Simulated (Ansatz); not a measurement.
## CH7GaSZn: where a starting geometry ends

The starting geometry of this gas-phase singlet was optimised with GFN2-xTB.

```tsv
atom	x (Å)	y (Å)	z (Å)
C	-2.2923	0.7527	1.6380
Ga	-0.6089	-0.2827	1.2297
S	0.7194	-0.7816	3.0461
Zn	1.9829	1.2136	1.9686
H	-2.8853	0.2238	2.3906
H	-2.0070	1.7247	2.0543
H	-2.9164	0.9218	0.7575
H	-0.1685	-1.1491	-0.0047
H	3.3225	1.5490	2.5101
H	0.9077	1.5293	0.8489
H	1.3726	-1.7678	2.4366
```

Problem. Predict what it relaxes into with PBE0-D3(BJ)/def2-SVP.

Solution. A new bond forms, giving a structure with H10 bridging Zn4 and Ga2, given below by its coordinates. Distances that change by over a tenth: Ga2–Zn4 (3.08 → 2.75 Å), Zn4–H10 (1.58 → 1.75 Å). Contacts that close: Ga2–H10 (2.39 → 1.74 Å).

The energy falls by 0.54 eV over 15 steps:

| step | E − E(last) (eV) |
| --- | --- |
| 1 | 0.543 |
| 3 | 0.096 |
| 4 | 0.038 |
| 6 | 0.011 |
| 7 | 0.009 |
| 9 | 0.002 |
| 10 | 0.002 |
| 12 | 0.000 |
| 13 | 0.000 |
| 15 | 0.000 |

Final geometry (Å):

```xyz
11

C    -2.1607    0.7929    1.6456
Ga   -0.4888   -0.0832    1.1081
S     0.6496   -0.7307    3.1501
Zn    1.8563    1.0217    2.0361
H    -2.8963    0.0417    1.9704
H    -1.9932    1.4929    2.4776
H    -2.5926    1.3556    0.8041
H    -0.2230   -1.1973    0.0425
H     3.1935    1.7720    2.2451
H     0.6631    1.1787    0.7715
H     1.4185   -1.7105    2.6247
```

Frequencies at the end are all real (lowest 60 cm⁻¹). Run with Ansatz 0.2.0, 73 s on 2 threads of Arm Neoverse V1, with other jobs on the host.
